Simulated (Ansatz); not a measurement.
Cartesian coordinates in Å:
```
N 0.637 1.228 0.335
Nb -0.078 -0.376 -0.523
O 1.158 -0.922 -1.536
O -0.477 -1.745 0.725
Cl -1.978 0.192 -1.724
H 0.141 1.798 1.006
H 1.558 1.603 0.166
H -0.961 -1.779 1.550
```

Charge 0, multiplicity 1. Nb takes the def2 core potential.

**Question.** List the CAM-B3LYP/def2-TZVPP orbital energies in eV (the Gaussian-basis code of Ansatz). (Best estimate.)

**Answer.** The calculation gave: Occupied: -2764.06, -523.02, -522.66, -391.92, -258.84, -197.84, -197.78, -197.77, -68.28, -43.17, -42.65, -42.50, -29.16, -26.39, -25.48, -23.93, -16.21, -15.94, -13.66, -12.80, -12.32, -12.14, -11.77, -11.23, -11.00, -10.73, -10.36, -9.87. Lowest empty: -0.58, -0.20, 0.14, 0.73, 1.08, 1.23, 1.56, 1.67.
